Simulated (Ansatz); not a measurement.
`CC[SiH]` and `CC[Si]SC` differ in one atom or group.

Ansatz, PBE0-D4/def2-TZVP geometries, multiplicity 1. Each molecule was computed in one conformer, which needn't be the lowest.

```csv
property,`CC[SiH]`
size of the dipole moment (PBE/def2-TZVPP) / D,1.28
HOMO energy (B3LYP/def2-TZVPP) / eV,-6.08
size of the dipole moment (ωB97M-V/def2-TZVPP) / D,1.06
size of the dipole moment (B3LYP/def2-TZVPP) / D,1.14
zero-point energy (PBE0-D4/def2-TZVP) / kJ/mol,185.8
LUMO energy (B3LYP/def2-TZVPP) / eV,-2.66
```

(1) What does the change do to each property? (Best estimate.)

Results:

(1) The calculation gave: 
```tsv
property	`CC[Si]SC`	shift
size of the dipole moment (PBE/def2-TZVPP) / D	2.73	1.45
HOMO energy (B3LYP/def2-TZVPP) / eV	-6.09	-0.01
size of the dipole moment (ωB97M-V/def2-TZVPP) / D	2.57	1.51
size of the dipole moment (B3LYP/def2-TZVPP) / D	2.63	1.49
zero-point energy (PBE0-D4/def2-TZVP) / kJ/mol	274.8	89.0
LUMO energy (B3LYP/def2-TZVPP) / eV	-2.06	0.60
```

The zero-point energy changes by 89.0 kJ/mol with +12 modes. Dipoles are sizes alone; their direction can turn.

B3LYP here is the variant with VWN-RPA as its local correlation; programs differ in this.
